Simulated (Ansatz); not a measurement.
Computed with Ansatz on PBE0-D4/def2-TZVP structures; ΔE is electronic, products minus reactants. CCSD(T)/CBS is the MP2 limit (def2-TZVPP, def2-QZVPP) plus CCSD(T) − MP2 in def2-TZVPP, frozen cores. One conformer a species, not always the lowest.

Reaction (redistribution): `B[SiH](B)O` + `CO[Si](O)(F)F` → `B[SiH](O)F` + `B[Si](O)(F)OC`

```csv
species,CCSD/CBS(def2) energy (Eh)
`B[SiH](B)O`,-417.39521
`CO[Si](O)(F)F`,-679.67435
`B[SiH](O)F`,-491.29866
`B[Si](O)(F)OC`,-605.76535
```

Work out ΔE.

ΔE = (-491.29866) + (-605.76535) − (-417.39521) − (-679.67435) = 0.00555 Eh = +0.15 eV. CCSD(T)/CBS gives +0.15 eV.

Largest T1 diagnostic among the species: 0.014.
